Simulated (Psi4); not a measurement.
Psi4 input (wB97X-D/6-311+G**):

```
memory 1500 MB

molecule {
0 2
F     1.35551000   -0.95791200    0.16000000
B     0.52356700    0.07065900    0.06193300
F     1.06543800    1.28146900    0.05729600
Si   -1.43395400   -0.19419700   -0.18432400
H    -2.00713400   -1.49592900    0.21367600
H    -2.32388000    0.94937900    0.10152700
symmetry c1
no_reorient
no_com
}

set {
  basis 6-311+G**
  reference uks
  scf_type pk
  dft_radial_points 99
  dft_spherical_points 590
  e_convergence 1e-8
  d_convergence 1e-7
  maxiter 150
}

e = energy('wb97x-d')
print_out(f'\nFINAL {e:.10f} DIPOLE {variable("CURRENT DIPOLE")[0]:.6f} {variable("CURRENT DIPOLE")[1]:.6f} {variable("CURRENT DIPOLE")[2]:.6f}\n')
```

Output:

```
   => Loading Basis Set <=

    Name: 6-311+G**
    Role: ORBITAL
    Keyword: BASIS
    atoms 1, 3 entry F          line   192 file 6-311pgss.gbs
    atoms 2    entry B          line   108 file 6-311pgss.gbs
    atoms 4    entry SI         line   351 file 6-311pgss.gbs
    atoms 5-6  entry H          line    42 file 6-311pgss.gbs

   => WB97X-D: Empirical Dispersion <=

    Chai and Head-Gordon Dispersion Correction
    Chai, J.-D.; Head-Gordon, M. (2010), J. Chem. Phys., 132: 6615-6620

        s6 =       1.000000

         ---------------------------------------------------------
                                   SCF
               by Justin Turney, Rob Parrish, Andy Simmonett
                          and Daniel G. A. Smith
                              UKS Reference
         ---------------------------------------------------------

  ==> Geometry <==

    Molecular point group: c1
    Full point group: C1

    Geometry (in Angstrom), charge = 0, multiplicity = 2:

       Center              X                  Y                   Z               Mass
    ------------   -----------------  -----------------  -----------------  -----------------
         F            1.355510000000    -0.957912000000     0.160000000000    18.998403162730
         B            0.523567000000     0.070659000000     0.061933000000    11.009305360000
         F            1.065438000000     1.281469000000     0.057296000000    18.998403162730
         SI          -1.433954000000    -0.194197000000    -0.184324000000    27.976926534650
         H           -2.007134000000    -1.495929000000     0.213676000000     1.007825032230
         H           -2.323880000000     0.949379000000     0.101527000000     1.007825032230

  Running in c1 symmetry.

  Rotational constants: A =      0.32458  B =      0.13026  C =      0.09329 [cm^-1]
  Rotational constants: A =   9730.51480  B =   3905.01148  C =   2796.88854 [MHz]
  Nuclear repulsion =  136.375600164367597

  Charge       = 0
  Multiplicity = 2
  Electrons    = 39
  Nalpha       = 20
  Nbeta        = 19

  ==> Algorithm <==

  SCF Algorithm Type is PK.
  DIIS enabled.
  MOM disabled.
  Fractional occupation disabled.
  Guess Type is SAD.
  Energy threshold   = 1.00e-08
[...]
      96A      6.347537    97A      6.358415    98A      6.388188
      99A      6.425397   100A      6.441219   101A      6.661266
     102A     11.411536   103A     11.561446   104A     11.568855
     105A     14.583607   106A     66.887686   107A     66.900392
     108A    141.132580

    Beta Occupied:

       1A    -66.269070     2A    -24.832516     3A    -24.832507
       4A     -6.975384     5A     -5.405693     6A     -3.749167
       7A     -3.748659     8A     -3.747987     9A     -1.354112
      10A     -1.324561    11A     -0.690177    12A     -0.640253
      13A     -0.635754    14A     -0.590688    15A     -0.573613
      16A     -0.536674    17A     -0.523818    18A     -0.452073
      19A     -0.419042

    Beta Virtual:

      20A     -0.066023    21A      0.059519    22A      0.066254
      23A      0.076329    24A      0.080930    25A      0.095159
      26A      0.097674    27A      0.102622    28A      0.126536
      29A      0.130802    30A      0.137676    31A      0.153234
      32A      0.181439    33A      0.256017    34A      0.275128
      35A      0.321515    36A      0.327049    37A      0.328275
      38A      0.344691    39A      0.367374    40A      0.375710
      41A      0.379378    42A      0.397401    43A      0.406551
      44A      0.429748    45A      0.451967    46A      0.487334
      47A      0.491609    48A      0.508209    49A      0.574666
      50A      0.578523    51A      0.592786    52A      0.624114
      53A      0.682519    54A      0.797696    55A      0.847611
      56A      0.866142    57A      0.929165    58A      1.021730
      59A      1.086256    60A      1.247528    61A      1.258281
      62A      1.300921    63A      1.302192    64A      1.338581
      65A      1.377686    66A      1.387709    67A      1.422204
      68A      1.428406    69A      1.431262    70A      1.465568
      71A      1.470905    72A      1.513705    73A      1.554876
      74A      1.639447    75A      1.694216    76A      1.903004
      77A      1.966719    78A      2.006966    79A      2.012775
      80A      2.197108    81A      2.352602    82A      2.390364
      83A      2.682966    84A      2.710322    85A      3.833377
      86A      3.848623    87A      3.851749    88A      3.876508
      89A      3.933419    90A      4.044630    91A      4.081764
      92A      4.318010    93A      4.439721    94A      4.620734
      95A      5.622602    96A      6.347941    97A      6.360317
      98A      6.390081    99A      6.425670   100A      6.441734
     101A      6.661793   102A     11.421928   103A     11.564032
     104A     11.571547   105A     14.585213   106A     66.888018
     107A     66.900725   108A    141.135750

    Final Occupation by Irrep:
              A
    DOCC [    19 ]
    SOCC [     1 ]
    NA   [    20 ]
    NB   [    19 ]

  @UKS Final Energy:  -515.29638873733074

   => Energetics <=

    Nuclear Repulsion Energy =            136.3756001643675972
    One-Electron Energy =                -985.5540288007413210
    Two-Electron Energy =                 367.1798002450445324
    DFT Exchange-Correlation Energy =     -33.2965294436040722
    Empirical Dispersion Energy =          -0.0012309023975825
    VV10 Nonlocal Energy =                  0.0000000000000000
    Total Energy =                       -515.2963887373307443

  UHF NO Occupations:
  HONO-2 :   18  A 1.9997722
  HONO-1 :   19  A 1.9986544
  HONO-0 :   20  A 1.0000000
  LUNO+0 :   21  A 0.0013456
  LUNO+1 :   22  A 0.0002278
  LUNO+2 :   23  A 0.0001766
  LUNO+3 :   24  A 0.0000192

Computation Completed

Properties will be evaluated at   0.000000,   0.000000,   0.000000 [a0]

Properties computed using the SCF density matrix

 Multipole Moments:

 ------------------------------------------------------------------------------------
     Multipole            Electronic (a.u.)      Nuclear  (a.u.)        Total (a.u.)
 ------------------------------------------------------------------------------------

 L = 1.  Multiply by 2.5417464519 to convert [e a0] to [Debye]
 Dipole X            :         -0.5734659           -0.0000057           -0.5734716
 Dipole Y            :         -0.0758618           -0.0000000           -0.0758618
 Dipole Z            :         -0.0344043           -0.0000076           -0.0344118
 Magnitude           :                                                    0.5794901

 ------------------------------------------------------------------------------------

FINAL -515.2963887373 DIPOLE -0.573472 -0.075862 -0.034412

*** Psi4 exiting successfully. Buy a developer a beer!
```

The geometry given is a B3LYP-D3(BJ)/def2-TZVP minimum.
